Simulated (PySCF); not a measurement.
# GaPb and its ions

PBE; PySCF, scalar-relativistic core potentials, basis sets Ga cc-pVDZ-PP with ECP10, Pb cc-pVDZ-PP with ECP60. Neutral (UKS): quartet (σ ↑, π ↑↑), Re = 2.770 Å, ωe = 154 cm⁻¹, De = 2.16 eV, HOMO -4.27 eV, LUMO -3.21 eV.

GaPb⁺ (UKS): triplet (σ ↑, π ↑), Re = 3.148 Å, ωe = 93.2 cm⁻¹. The energies at the minima are -452.38322 hartree for GaPb and -452.13711 for GaPb⁺.

(1) Work out the adiabatic ionisation energy, without and with harmonic zero-point energies (1 hartree = 27.2114 eV, 1 eV = 8065.5 cm⁻¹), and the change of the bond length.

Spin–orbit coupling is left out, which matters for elements this heavy, above all for dissociation energies. States were picked by a PBE0 search and need not be the measured ground states.

Results:

(1) At PBE: 0.24611 hartree = 6.697 eV between the minima; the zero-point term (93.2 − 154.0)/2 cm⁻¹ = -0.004 eV makes it 6.693 eV. Re changes by +37.8 pm against the neutral. The electron leaves a π orbital, and the longer bond of the ion fits a bonding orbital, or a change in how ionic the bond is.
